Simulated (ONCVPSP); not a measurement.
Reading a pseudo-wave (aluminium)

Columns: radius, all-electron u(r) and pseudo u(r) of the 2s shell (level -108.17 eV) of aluminium in the configuration [He] 2s2 2p6 3s2 3p1; PBE, scalar-relativistic, ONCV scheme, ONCVPSP 4.0.1.

| r (bohr) | all-electron | pseudo |
| --- | --- | --- |
| 0.065 | -0.5956 | 0.2343 |
| 0.130 | -0.2733 | 0.4635 |
| 0.195 | 0.2417 | 0.6808 |
| 0.260 | 0.6947 | 0.8766 |
| 0.325 | 1.0168 | 1.0400 |
| 0.390 | 1.2094 | 1.1610 |
| 0.455 | 1.2965 | 1.2329 |
| 0.520 | 1.3064 | 1.2549 |
| 0.585 | 1.2636 | 1.2313 |
| 0.650 | 1.1879 | 1.1716 |
| 0.715 | 1.0938 | 1.0874 |
| 0.780 | 0.9914 | 0.9895 |
| 0.845 | 0.8876 | 0.8872 |
| 0.910 | 0.7870 | 0.7868 |
| 0.975 | 0.6923 | 0.6922 |
| 1.040 | 0.6051 | 0.6050 |
| 1.105 | 0.5261 | 0.5260 |
| 1.170 | 0.4553 | 0.4552 |
| 1.235 | 0.3925 | 0.3925 |
| 1.300 | 0.3373 | 0.3372 |
| 1.365 | 0.2889 | 0.2889 |
| 1.430 | 0.2469 | 0.2469 |
| 1.495 | 0.2107 | 0.2106 |
| 1.560 | 0.1794 | 0.1794 |
| 1.625 | 0.1526 | 0.1526 |
| 1.690 | 0.1296 | 0.1296 |

Task: How many radial nodes do the two functions have?

Result: The all-electron 2s function has n − l − 1 = 1; the pseudo-wave has 0, since the states of the same l below it are removed with the core.

Task: At about which radius was the pseudo-wave matched?

Result: 0.95 bohr. The columns agree to 0.0005 from 0.84 bohr on; several derivatives are matched, so the curves merge somewhat inside the radius.

Task: Is the pseudo-wave norm-conserving?

Result: Yes: the ONCV scheme keeps the norm inside the radius equal to the all-electron one, which fixes the energy derivative of the logarithmic derivative at the level.
